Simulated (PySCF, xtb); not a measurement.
Si(H)(OH)3 (H4O3Si), SMILES O[SiH](O)O. Atoms are numbered in the order given.

```xyz
8

Si    -0.0333     0.3315    -0.0942
O     -1.2167    -0.6402    -0.7128
O     -0.1984     0.3945     1.5452
O      1.3822    -0.3653    -0.6089
H     -0.1162     1.7434    -0.5325
H     -0.9511    -1.1767    -1.4656
H     -0.3984    -0.4412     1.9787
H      2.1951     0.1221    -0.4496
```
Charge 0, spin multiplicity 1.

Coordinates come from a PBE0-D3(BJ)/def2-SVP optimisation. The values are those of a single conformer.

Method: IEF-PCM-PBE0/def2-SVP (PySCF).

The values are the electrostatic part of the solvation free energy, E(continuum) − E(gas) at the gas-phase geometry, in a cavity of scaled van der Waals radii (PySCF's table); cavitation and dispersion terms are not included. In vacuum the orbital gap is 10.17 eV. The dipole moment in vacuum is 1.72 D.

```tsv
solvent	ε	ΔG(elec) (kcal/mol)	dipole (D)	gap (eV)
water	78.36	-9.0	2.06	10.55
ethylethanoate	5.99	-6.9	1.98	10.47
n-hexane	1.88	-3.2	1.84	10.32
```

For comparison, GFN2-xTB/ALPB(water) (xtb, at the GFN2-xTB geometry, all terms of that model) gives -10.8 kcal/mol.
